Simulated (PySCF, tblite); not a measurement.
Bond stretch in AgH, singlet.

Levels of theory: RKS-wB97X-V = restricted wB97X-V/def2-SVP, def2 effective core potentials past Kr run with PySCF; UHF/def2-SVP, def2 effective core potentials past Kr (PySCF); RHF/def2-SVP, def2 effective core potentials past Kr (PySCF); RKS-PBE = restricted PBE/def2-SVP, def2 effective core potentials past Kr run with PySCF 2.14.0; GFN2-xTB, 300 K electronic temperature (tblite).

Energies are in kcal/mol, each relative to the lowest point of its own curve near equilibrium.

| R / Å | RKS-wB97X-V | UHF | RHF | RKS-PBE | GFN2-xTB |
|---|---|---|---|---|---|
| 1.28 | 29.0 | 36.3 | 36.3 | 26.5 | 9.8 |
| 1.39 | 11.3 | 16.5 | 16.5 | 9.7 | 2.5 |
| 1.45 | 5.7 | 9.8 | 9.8 | 4.7 | (withheld) |
| 1.51 | 2.3 | 5.1 | 5.1 | 1.7 | 0.0 |
| 1.59 | 0.2 | 1.5 | 1.5 | 0.1 | 0.2 |
| 1.62 | 0.0 | 0.7 | 0.7 | 0.0 | 0.5 |
| 1.68 | 0.3 | 0.0 | 0.0 | 0.5 | 1.4 |
| 1.73 | (withheld) | 0.0 | 0.0 | 1.5 | 2.5 |
| 1.79 | (withheld) | 0.7 | 0.7 | 3.3 | 3.9 |
| 1.87 | 5.6 | 2.5 | 2.5 | 6.1 | 6.3 |
| 1.98 | 10.4 | 6.0 | 6.0 | 10.8 | 9.9 |
| 2.17 | 20.1 | 12.9 | 13.8 | 19.7 | 17.4 |
| 2.44 | 34.3 | 19.2 | 26.2 | 32.1 | 29.9 |
| 2.65 | 44.8 | 22.0 | 35.9 | 40.7 | 40.6 |
| 2.90 | 56.2 | 24.0 | 46.6 | 49.4 | 54.0 |
| 3.25 | 70.1 | (withheld) | 60.1 | 59.1 | 72.5 |
| 3.58 | 81.0 | 26.0 | 71.0 | 65.9 | 88.1 |
| 4.01 | 92.5 | 26.3 | 83.0 | (withheld) | 102.8 |
| 4.34 | 99.7 | 26.4 | 90.6 | (withheld) | 109.3 |
| 4.87 | 108.8 | 26.5 | 100.5 | 78.9 | — |
| 5.60 | 117.4 | 26.5 | 110.4 | 81.4 | — |
| 6.53 | 124.2 | 26.5 | 118.3 | 82.7 | — |

**Question.** Fill in the missing entries.

**Answer.** 
- 1.45, GFN2-xTB: 0.7
- 1.73, RKS-wB97X-V: 1.2
- 1.79, RKS-wB97X-V: 2.8
- 3.25, UHF: 25.4
- 4.01, RKS-PBE: 72.2
- 4.34, RKS-PBE: 75.5

Dashes: no converged value, or the column stops at the first point that the program doubted or that broke a chosen test of continuity, which isn't proof of a fault.

At the longest distance RKS-wB97X-V, RKS-PBE leaves fractional charges on the fragments, a sign of delocalisation error or of the restricted form. The restricted form behind RKS-wB97X-V, RHF, RKS-PBE keeps the bonding electrons paired and can't separate into open-shell fragments. The unrestricted determinant behind UHF is spin-contaminated at 2.17 to 6.53 Å (<S²> up to 1.0, against 0.00 for a pure singlet).
